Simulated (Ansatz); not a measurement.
Geometry optimisation, RKS B3LYP-D4/def2-SVP (Ansatz 0.2.0).

Input:

```yaml
crystal:
  periodic: [false, false, false]
  atoms:
    - { symbol: Si, position_ang: [0.0, 0.0, 0.0] }
    - { symbol: "N", position_ang: [0.0, 0.0, 2.17] }
    - { symbol: H, position_ang: [-0.877, -0.2713, 2.7] }
    - { symbol: H, position_ang: [0.877, 0.2713, 2.7] }
    - { symbol: F, position_ang: [1.4994, 0.0, -0.5295] }
    - { symbol: F, position_ang: [-0.7489, 1.2974, -0.5295] }
    - { symbol: F, position_ang: [-0.7489, -1.2974, -0.5295] }
    - { symbol: O, position_ang: [1.0334, -1.5693, 0.6243] }
    - { symbol: Si, position_ang: [0.4633, -3.1494, 0.6523] }
    - { symbol: H, position_ang: [1.1755, -3.9422, -0.3456] }
    - { symbol: H, position_ang: [0.6835, -3.7235, 1.9765] }
    - { symbol: H, position_ang: [-0.9651, -3.1575, 0.3504] }
    - { symbol: H, position_ang: [0.6708, -1.0187, 1.7475] }
basis:
  gaussian: { orbitals: def2-SVP }
hamiltonian:
  xc: b3lyp
  dispersion: d4
relax:
  f_tol: 0.15
  max_steps: 25
  restrain:
    - { distance: [0, 7], at: 1.68, k: 30.0 }
    - { distance: [12, 1], at: 1.06, k: 30.0 }
    - { distance: [0, 1], at: 3.02, k: 30.0 }
    - { distance: [12, 7], at: 2.21, k: 30.0 }
```

Command:

```bash
$ ansatz run input.yaml --threads 4 --pin off --max-ram 5120MiB --backend cpu --events-out ev --progress --plain --runs-dir out
```

Problem. Where does it end, and by what steps?

Solution. The forces met the threshold. The restraints hold the end off the free minimum; the threshold counts their pulls, which the force column leaves out. Restrained pairs: Si1–O8 (1.98 → 1.65 Å), N2–H13 (1.29 → 1.04 Å), Si1–N2 (2.17 → 3.01 Å), O8–H13 (1.30 → 2.22 Å). After 16 steps the energy has fallen by 4.478 eV (the restraints' own energy left out); F7 moved furthest, 1.49 Å.

```
step  energy less start (eV)  largest force component (eV/Å)  accepted
   0                  0.0000                           4.500       yes
   1                 -0.0416                           4.443       yes
   2                 -0.4309                           3.950       yes
   3                 -1.8743                           2.702       yes
   4                 -2.8070                           4.025       yes
   5                 -3.3692                           1.633       yes
   6                 -3.7572                           1.297       yes
   7                 -4.0185                           1.088       yes
   8                 -4.1302                           0.898       yes
   9                 -4.2423                           0.776       yes
  10                 -4.3561                           0.737       yes
  11                 -4.4305                           0.759       yes
  12                 -4.4685                           0.864       yes
  13                 -4.4617                           0.790        no
  14                 -4.4731                           0.781       yes
  15                 -4.4743                           0.764       yes
  16                 -4.4783                           0.764       yes
```

```xyz
13
Properties=species:S:1:pos:R:3
Si 0.088 -0.470 -0.349
N 0.384 0.380 2.523
H -0.426 0.567 3.116
H 1.191 0.827 2.959
F 1.357 0.495 -0.391
F -1.263 0.330 -0.064
F -0.066 -1.066 -1.837
O 0.300 -1.770 0.651
Si 0.248 -3.442 0.481
H 1.230 -3.889 -0.543
H 0.597 -4.010 1.809
H -1.123 -3.868 0.088
H 0.547 -0.644 2.544
```

Time of the run: 46 s on 4 threads of Arm Neoverse V1, on a shared host, peak memory 0.37 GiB.
